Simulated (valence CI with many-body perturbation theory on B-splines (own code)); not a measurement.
Pt LXXIII: calculated level list

Calculated by configuration interaction combined with many-body perturbation theory (CI+MBPT): four valence electrons over a frozen Dirac-Fock core [He], a basis of 9 s, 9 p, 8 d, 6 f, 3 g, 1 h functions for each j, with the one-electron correlation potential Σ1, the two-electron term Σ2, the three-electron term Σ3, Breit, model QED; selected CI, second order for the rest, scaled by the run's own slope (own B-spline code, finite nucleus).

The last digits are not significant, and no measured levels were compared; by estimate large intervals hold to a few tenths of a per cent, small ones and those within an open d or f shell to about a per cent.

Levels 1 to 40 of 40, with energies above the lowest level, (2s^2 2p1/2^2) J=0. "Leading %" is the weight of the configuration and term that name the level; weights of strongly mixed levels are sums over their largest components and can fall short, so below about 35 % the name and the second component can differ from the true leading terms, or belong to a minority configuration. In the jj column 3d3/2^4 stands for four electrons in 3d with j = 3/2.

| No. | Configuration | Term | J | E (× 10³ cm⁻¹) | Leading % | g | Leading jj | Second component |
| --- | --- | --- | --- | --- | --- | --- | --- | --- |
| 1 | 2s2 2p2 | 3P | 0 | 0.00 | 68 |  | 2s^2 2p1/2^2 (100 %) | 32 % 2s2 2p2 1S |
| 2 | 2s2 2p2 | 3P | 1 | 14556 | 100 | 1.464 | 2s^2 2p1/2 2p3/2 (100 %) |  |
| 3 | 2s2 2p2 | 1D | 2 | 14703 | 66 | 1.128 | 2s^2 2p1/2 2p3/2 (100 %) | 34 % 2s2 2p2 3P |
| 4 | 2s 2p3 | 3P° | 2 | 17218 | 49 | 1.482 | 2s 2p1/2^2 2p3/2 (100 %) | 25 % 2s 2p3 5S° |
| 5 | 2s 2p3 | 1P° | 1 | 17980 | 31 | 1.112 | 2s 2p1/2^2 2p3/2 (100 %) | 30 % 2s 2p3 3D° |
| 6 | 2s2 2p2 | 3P | 2 | 29484 | 65 | 1.288 | 2s^2 2p3/2^2 (99 %) | 34 % 2s2 2p2 1D |
| 7 | 2s2 2p2 | 1S | 0 | 30033 | 67 |  | 2s^2 2p3/2^2 (99 %) | 32 % 2s2 2p2 3P |
| 8 | 2s 2p3 | 5S° | 2 | 31528 | 50 | 1.543 | 2s 2p1/2 2p3/2^2 (100 %) | 46 % 2s 2p3 3D° |
| 9 | 2s 2p3 | 3D° | 3 | 31896 | 100 | 1.288 | 2s 2p1/2 2p3/2^2 (100 %) |  |
| 10 | 2s 2p3 | 3P° | 0 | 32457 | 100 |  | 2s 2p1/2 2p3/2^2 (100 %) |  |
| 11 | 2s 2p3 | 3S° | 1 | 32653 | 54 | 1.296 | 2s 2p1/2 2p3/2^2 (100 %) | 44 % 2s 2p3 3D° |
| 12 | 2s 2p3 | 1D° | 2 | 32722 | 74 | 1.040 | 2s 2p1/2 2p3/2^2 (100 %) | 21 % 2s 2p3 3D° |
| 13 | 2s 2p3 | 3P° | 1 | 32762 | 64 | 1.284 | 2s 2p1/2 2p3/2^2 (100 %) | 33 % 2s 2p3 1P° |
| 14 | 2p4 | 3P | 2 | 35537 | 67 | 1.299 | 2p1/2^2 2p3/2^2 (99 %) | 32 % 2p4 1D |
| 15 | 2p4 | 1S | 0 | 36106 | 65 |  | 2p1/2^2 2p3/2^2 (99 %) | 35 % 2p4 3P |
| 16 | 2s 2p3 | 3P° | 2 | 46980 | 51 | 1.434 | 2s 2p3/2^3 (100 %) | 19 % 2s 2p3 5S° |
| 17 | 2s 2p3 | 1P° | 1 | 47730 | 36 | 1.147 | 2s 2p3/2^3 (100 %) | 26 % 2s 2p3 3D° |
| 18 | 2p4 | 3P | 1 | 50241 | 100 | 1.465 | 2p1/2 2p3/2^3 (100 %) |  |
| 19 | 2p4 | 1D | 2 | 50389 | 68 | 1.117 | 2p1/2 2p3/2^3 (100 %) | 32 % 2p4 3P |
| 20 | 2p4 | 3P | 0 | 65420 | 65 |  | 2p3/2^4 (100 %) | 35 % 2p4 1S |
| 21 | 2s2 2p 3s | 3P° | 0 | 95128 | 100 |  | 2s^2 2p1/2 3s (100 %) |  |
| 22 | 2s2 2p 3s | 3P° | 1 | 95158 | 67 | 1.296 | 2s^2 2p1/2 3s (100 %) | 33 % 2s2 2p 3s 1P° |
| 23 | 2s2 2p 3p | 3D | 1 | 95905 | 74 | 0.628 | 2s^2 2p1/2 3p1/2 (100 %) | 22 % 2s2 2p 3p 1P |
| 24 | 2s2 2p 3p | 3P | 0 | 96334 | 67 |  | 2s^2 2p1/2 3p1/2 (99 %) | 32 % 2s2 2p 3p 1S |
| 25 | 2s 2p2 3s | 5P | 1 | 97573 | 40 | 1.991 | 2s 2p1/2^2 3s (99 %) | 32 % 2s 2p2 3s 3S |
| 26 | 2s 2p2 3s | 3P | 0 | 97910 | 68 |  | 2s 2p1/2^2 3s (99 %) | 32 % 2s 2p2 3s 1S |
| 27 | 2s 2p2 3p | 3P° | 1 | 98424 | 33 | 1.327 | 2s 2p1/2^2 3p1/2 (100 %) | 20 % 2s 2p2 3p 5D° |
| 28 | 2s 2p2 3p | 3P° | 0 | 98432 | 53 |  | 2s 2p1/2^2 3p1/2 (99 %) | 41 % 2s 2p2 3p 5D° |
| 29 | 2s2 2p 3p | 3D | 2 | 100400 | 51 | 1.141 | 2s^2 2p1/2 3p3/2 (100 %) | 32 % 2s2 2p 3p 1D |
| 30 | 2s2 2p 3p | 3P | 1 | 100410 | 49 | 1.495 | 2s^2 2p1/2 3p3/2 (99 %) | 30 % 2s2 2p 3p 3S |
| 31 | 2s2 2p 3d | 3F° | 2 | 100960 | 75 | 0.738 | 2s^2 2p1/2 3d3/2 (100 %) | 20 % 2s2 2p 3d 1D° |
| 32 | 2s2 2p 3d | 3D° | 1 | 101180 | 50 | 0.825 | 2s^2 2p1/2 3d3/2 (100 %) | 32 % 2s2 2p 3d 1P° |
| 33 | 2s2 2p 3d | 3P° | 2 | 102200 | 46 | 1.283 | 2s^2 2p1/2 3d5/2 (97 %) | 35 % 2s2 2p 3d 3D° |
| 34 | 2s2 2p 3d | 3F° | 3 | 102230 | 45 | 1.089 | 2s^2 2p1/2 3d5/2 (100 %) | 32 % 2s2 2p 3d 1F° |
| 35 | 2s 2p2 3p | 3P° | 2 | 102880 | 36 | 1.486 | 2s 2p1/2^2 3p3/2 (97 %) | 18 % 2s 2p2 3p 5P° |
| 36 | 2s 2p2 3p | 3D° | 1 | 102920 | 30 | 1.141 | 2s 2p1/2^2 3p3/2 (100 %) | 22 % 2s 2p2 3p 1P° |
| 37 | 2s 2p2 3d | 3D | 1 | 103430 | 47 | 0.473 | 2s 2p1/2^2 3d3/2 (100 %) | 34 % 2s 2p2 3d 5F |
| 38 | 2s 2p2 3d | 3D | 2 | 103480 | 30 | 1.100 | 2s 2p1/2^2 3d3/2 (99 %) | 16 % 2s 2p2 3d 5F |
| 39 | 2s 2p2 3d | 3D | 3 | 104630 | 38 | 1.322 | 2s 2p1/2^2 3d5/2 (100 %) | 16 % 2s 2p2 3d 5D |
| 40 | 2s 2p2 3d | 3F | 2 | 104780 | 26 | 1.035 | 2s 2p1/2^2 3d5/2 (99 %) | 22 % 2s 2p2 3d 1D |

The ionisation energy to 2s2 2p 2P°_1/2 of the next ion comes out as 20838 eV (NIST: 20840 ± 70 eV (theoretical)). All 40 levels together are meant to be complete up to 105000 × 10³ cm⁻¹.
